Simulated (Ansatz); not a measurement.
CH₃BrClFSi, SMILES `FC([SiH3])(Cl)Br`, relaxed with RKS PBE0-D4/def2-TZVP in Ansatz 0.2.0 from a PBE-D4/def2-SVP geometry. The force threshold is 0.005 eV/Å; the program also tests the step.

Total charge 0; spin multiplicity 1.

Start:

```xyz
8

F    -0.836    0.187    1.740
C    -0.793    0.264    0.386
Si    0.932   -0.270   -0.302
Cl   -1.152    1.956   -0.110
Br   -2.180   -0.959   -0.345
H     0.888   -0.170   -1.795
H     1.951    0.668    0.276
H     1.190   -1.676    0.150
```

(1) By how much does the energy fall, and how many steps does the optimiser take? (Estimate.)

(2) Which bonds change most? (Best estimate.)

(3) Give the relaxed structure. (Estimate.)

Answers

(1) Computed: 3.44 kJ/mol, in 5 steps.

(2) Ansatz gave: C2–Br5 from 1.988 to 1.955 Å; C2–Cl4 from 1.799 to 1.769 Å; Si3–H8 from 1.499 to 1.481 Å; Si3–H7 from 1.501 to 1.482 Å.

(3) The calculation gave: 
```xyz
8

F    -0.841    0.192    1.725
C    -0.782    0.263    0.377
Si    0.929   -0.269   -0.299
Cl   -1.140    1.926   -0.107
Br   -2.140   -0.946   -0.340
H     0.867   -0.165   -1.772
H     1.935    0.660    0.271
H     1.172   -1.661    0.146
```
